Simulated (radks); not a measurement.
Values are calculated unless marked as measured or tabulated.
Species: neutral potassium. Configuration: [Ar] 4s1. Code: a radial shooting solver on a logarithmic mesh with Libxc functionals. Model: scalar-relativistic Kohn-Sham, OLYP, spin-unpolarised, spherical densities, finite nucleus; Fermi nuclear charge, rms radius 3.4349 fm. Some entries of the table are withheld. Estimate them.

orbital,occ.,eigenvalue (eV),<r> (bohr)
1s,2,-3521.994,(1)
2s,2,(2),0.3869
2p,6,-281.0659,0.3499
3s,2,-35.5076,(3)
3p,6,-18.8952,1.428
4s,1,(4),(5)

Answer. 
(1) 1s <r> (bohr): 0.08106
(2) 2s eigenvalue (eV): -354.4147
(3) 3s <r> (bohr): 1.267
(4) 4s eigenvalue (eV): -2.0739
(5) 4s <r> (bohr): 5.157
